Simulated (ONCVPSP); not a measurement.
**What one change does to a pseudopotential (lanthanum (La), ONCV)**

ONCVPSP 4.0.1 input, shortened (lines: element, Z, core and valence counts, functional; n l f; lmax; l rc ep ncon nbas qcut; lloc lpopt rc5 dvloc0; l nproj debl; icmod fcfact rcfact), LDA (Perdew-Wang 92), scalar-relativistic:

```
  La 57.00    9    4  -001012      upf
    1    0    2.00
    2    0    2.00
    2    1    6.00
    3    0    2.00
    3    1    6.00
    3    2   10.00
    4    0    2.00
    4    1    6.00
    4    2   10.00
    5    0    2.00
    5    1    6.00
    5    2    1.00
    6    0    1.50
    3
    0    2.60    0.00    4    9    5.00
    1    1.85    0.00    4    9    3.90
    2    2.65    0.00    4    8    4.10
    3    2.80    0.47    5    8    4.40
    4    5    1.75    0.00
    0    2    1.40
    1    2    1.10
    2    2    2.60
    3    1    0.90
    0    0.00    0.00
```

In the f channel the program set the typed energies aside and used -0.272 Ha.

All-electron outer shells of the reference configuration (LDA (PZ), scalar-relativistic, ld1.x):

```csv
shell,level (eV),outermost node (bohr),outermost maximum (bohr)
5s,-41.88,0.77,1.41
5p,-25.28,0.83,1.58
6s,-6.14,1.85,3.65
5d,-5.84,0.95,2.21
```

Change: s: qcut 5.1.

Cutoffs: the cutoffs (Ha) at which the residual kinetic energy of the hardest occupied pseudo-wave falls to 1 and 0.1 mHa per electron; they do not see the model core or the augmentation charge, which bear on the density cutoff. Errors are all-electron minus pseudo energies relative to the spin-unpolarised reference configuration.

Problem. Predict the effect on cutoff, ghosts and configuration errors.

Solution. The potential gets neither clearly harder nor softer (42 Ha and 77 Ha → 42 Ha and 77 Ha); the errors of the 4 common tests hardly move; neither file shows a bound ghost.

| quantity | base | changed |
| --- | --- | --- |
| cutoff, loose | 42 Ha | 42 Ha |
| cutoff, tight | 77 Ha | 77 Ha |
| loose cutoff by channel | s 8.0 Ha, p 42 Ha, d 5.9 Ha | s 8.2 Ha, p 42 Ha, d 5.9 Ha |
| bound ghosts | none | none |
| GHOST(+) flags under 300 eV | s at 54.7 eV | s at 55.8 eV |
| error for 5s2 5p6 5d1 6s2, meV [ΔE -2.48 eV] | +0.3 | +0.3 |
| error for 5s2 5p6 5d1 6s1, meV [ΔE 3.68 eV] | -0.7 | -0.7 |
| error for 5s2 5p6 5d1 6s0, meV [ΔE 14.82 eV] | -3.8 | -3.7 |
| error for 5s2 5p6 5d1.5 6s1.5, meV [ΔE -2.12 eV] | -0.8 | -0.8 |
| s: phases at 2.64 bohr within 0.05 rad from the reference energy up to (Ha; the scan ends near 5) | 1.8 | 1.9 |
| p: phases at 1.88 bohr within 0.05 rad from the reference energy up to (Ha; the scan ends near 5) | 3.2 | 3.2 |
| d: phases at 2.69 bohr within 0.05 rad from the reference energy up to (Ha; the scan ends near 5) | to the end of the scan | to the end of the scan |
| f: phases at 2.84 bohr within 0.05 rad from the reference energy up to (Ha; the scan ends near 5) | -0.1 | -0.1 |
